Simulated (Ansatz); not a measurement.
Cartesian coordinates (Å):
```xyz
10

C     -1.3269     0.7153     0.0567
C     -0.4126    -0.3925     0.4700
O     -0.7303    -1.2625     1.2488
Si     1.3882    -0.5788    -0.1849
Cl     1.9039     0.9235    -1.4972
H     -2.2939     0.6198     0.5510
H     -1.4511     0.7029    -1.0308
H     -0.8681     1.6794     0.2982
H      1.4867    -1.8773    -0.8884
H      2.3041    -0.5297     0.9766
```
Charge 0, multiplicity 1.

Level of theory: Ansatz (a program for electronic structure) with frozen-core CCSD(T)/def2-TZVPP // PBE0-D4/def2-TZVP.

- HF energy: -902.07026 Ha
- MP2 correlation energy: -0.86714 Ha

Q: Estimate the CCSD correlation energy, the (T) correction, the total energy and the T1 diagnostic.

A: 
```yaml
CCSD correlation energy: -0.91388 Ha
"(T) correction": -0.03902 Ha
CCSD(T) total energy: -903.02316 Ha
T1 diagnostic: 0.014
```
